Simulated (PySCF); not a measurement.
## Pb²⁺: excitation energy

Pb²⁺ [Xe] 4f14 5d10 6s2 (1S) → Pb²⁺ [Xe] 4f14 5d10 6s1 6d1, s spin flipped, as a difference of total energies. Calculation: PySCF 2.14, in aug-cc-pVTZ-PP with ECP60MDF (6s5p4d2f, 55 functions); scalar relativity through the core potential. Correlated levels: valence: 5s2 5p6 5d10 frozen. The calculations carry no spin-orbit coupling.

| method | excitation energy (eV) |
| --- | --- |
| UHF | 18.189 |
| LDA | 19.915 |
| PBE | 19.308 |
| PBE0 | 19.196 |
| r2SCAN | 19.256 |
| wB97X | 19.679 |
| B97-3 | 19.229 |
| M06-2X | 18.916 |
| BLYP | 19.278 |
| MP2 (valence) | 18.483 |
| SCS-MP2 (valence) | 18.542 |

Problem. How much does correlation contribute at MP2 (valence)?

Solution. 18.483 − (18.189) = 0.294 eV, measured against UHF.

The upper determinant mixes two multiplicities, so it lies between the two terms.

The promoted electron is Rydberg-like, and one or two diffuse shells describe it only roughly, which tends to raise the upper state.
